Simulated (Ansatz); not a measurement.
Consider the atomization: `O=CC(F)(F)[SiH3]` → 2 C• + 2 F• + 4 H• + O• + Si•.

Gas-phase electronic energies from Ansatz, PBE0-D4/def2-TZVP geometries. CBS: MP2 limit from def2 TZ/QZ plus the TZ coupled-cluster correction, frozen cores. This one scheme is used for every species, atoms too. DFT in def2-TZVPP. B3LYP here is the variant with VWN-RPA as its local correlation; programs differ in this. Open shells (•) are unrestricted, without spin–orbit coupling. Spin–orbit coupling would lower the free atoms: a little for C, F, O, Si. One conformer a species, not always the lowest.

| level | ΔE (kJ/mol) |
| --- | --- |
| PBE-D4 | 3871.4 |
| B3LYP-D4 | 3738.9 |
| SCS-MP2/def2-QZVPP | 3770.0 |
| MP2/CBS(def2) | 3853.0 |

(1) What does CCSD(T)/CBS give? (An estimate is asked.)

Largest T1 diagnostic among the species: 0.014.

## Answers

(1) Ansatz gave: +3745.8 kJ/mol. The listed levels differ from it by 125.6, -6.9, 24.2, 107.2 kJ/mol.

In def2-TZVPP, CCSD(T) changes the Hartree–Fock value by +1038.1 kJ/mol (the triples alone add +73.3 kJ/mol) and MP2 by +1145.3 kJ/mol; breaking electron pairs costs correlation energy, which Hartree–Fock lacks. From PBE to PBE0 (25 % exact exchange), in def2-TZVPP and without D4, ΔE moves by −119.9 kJ/mol: exact exchange takes away binding that semilocal exchange gives to molecules. The D4 term adds +32.2 kJ/mol with B3LYP and +16.9 kJ/mol with PBE0; it sums over pairs of atoms, weighted by their polarisabilities, and B3LYP, whose exchange is more repulsive, gets the larger term.

For atomizations the MP2-based limit and the directly extrapolated one differ by several kJ/mol either way, and by 10 to 25 for some Ge, Se and Sn compounds, so smaller differences from it don't rank the levels.
